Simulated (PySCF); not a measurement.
Delta-SCF ions had no search for a lower state. 

Cartesian coordinates (Å):
```xyz
3

F     -0.0004     0.3486     0.0000
H      0.8123    -0.1726     0.0000
H     -0.8120    -0.1742     0.0000
```
Charge +1, spin multiplicity 1.

Q: Give the total energy, LUMO and vertical ionisation energy (Delta-SCF) at the level M06-2X/def2-TZVP (PySCF).

A: 
```yaml
total_energy: -100.6453 Ha
LUMO: -7.68 eV
vertical ionisation energy (Delta-SCF): 29.02 eV
```
